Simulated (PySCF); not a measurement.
## Zn: excitation energy

Zn [Ar] 3d10 4s2 (1S) → Zn [Ar] 3d9 4s2 4p1 (high-spin determinant), as a difference of total energies. Computed with PySCF 2.14 in ANO-RCC-VTZP (6s5p3d2f1g, 59 functions), with scalar relativity by spin-free X2C-1e. Correlated levels: valence: [Ar] frozen; valence and next inner shell: [Ne] frozen. The calculations carry no spin-orbit coupling.

```
                                method  excitation energy (cm⁻¹)
                                   UHF                     71604
                                   LDA                     96215
                                   PBE                     91547
                                  PBE0                     87515
                                r2SCAN                     87518
                                 B3LYP                     89238
                                 M06-L                     89586
                                  MN15                     96108
                         MP2 (valence)                     94063
                     SCS-MP2 (valence)                     91445
    MP2 (valence and next inner shell)                     97856
SCS-MP2 (valence and next inner shell)                     94460
```

A first-order spin-orbit estimate (lowest level to lowest level, LS coupling) adds -0.119 eV.

The upper state lies above the first ionisation limit, where it may autoionise and the basis confines it.

The basis was made for the ground configuration and has no added diffuse functions, so the excitation energy can come out too high.

The determinant of the upper state mixes LS terms, which raises its energy above the lowest term, most at the Hartree-Fock and MP2 levels.
